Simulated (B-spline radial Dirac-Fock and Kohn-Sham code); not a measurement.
# Cl: input and output of one calculation

ΔSCF core binding energies without Breit or QED terms, calculated with a radial finite-basis atomic code. Keys: rel is the Hamiltonian (dirac, or spin-free x2c and nr, where L3 and M5 stand for the whole 2p and 3d shells), method is hf or an exchange,correlation pair (spin-unpolarised, also for the hole states), nuc the nuclear model, radius_factor scales its radius, rmax is the box in bohr, h the logarithmic mesh step, order the B-spline order, points the quadrature points per cell, c_factor scales the speed of light, and damp, ndamp, maxit and tol steer the iteration. The run stops when the commutator error falls below 10·tol·max(1, Z/10), or the numerical noise floor, and the energy has settled to about 1e-8 Ha; the virial ratio is −V/T.

Input (task.json):

```json
{"items": [{"Z": 17, "q": 0, "cfg": [[1, 0, 2], [2, 0, 2], [2, 1, 6], [3, 0, 2], [3, 1, 5]], "A": 35, "rrms": 3.3654, "do": "settings", "holes": ["K", "L3", "M5"],
  "settings": [{"rel": "nr", "method": "pbesol", "nuc": "fermi", "radius_factor": 1.0, "rmax": 45.0, "h": 0.3, "order": 5, "points": 10, "c_factor": 1.0, "maxit": 60, "damp": 0.5, "ndamp": 3, "tol": 1e-08}]}]}
```

Command: `python xray2_run.py task.json out`

Ground-state iterations:

```
iter   energy (Ha)        error
   1     -457.10434522  6.00e-01
   2     -458.22558306  1.93e-01
   3     -459.21593817  3.85e-02
   4     -459.27372679  7.14e-03
   5     -459.27454893  5.29e-03
   6     -459.27528241  1.17e-03
   7     -459.27531441  2.60e-04
   8     -459.27531628  6.92e-06
   9     -459.27531628  1.52e-07
```

The ground state converged in 9 iterations, with total energy -459.27532 Ha, virial ratio 2.00140 and highest orbital energy -8.58 eV. ΔSCF binding energies: K (1s) 2830.8 eV. Holes are computed only in closed shells, and unreliable hole states are left out.
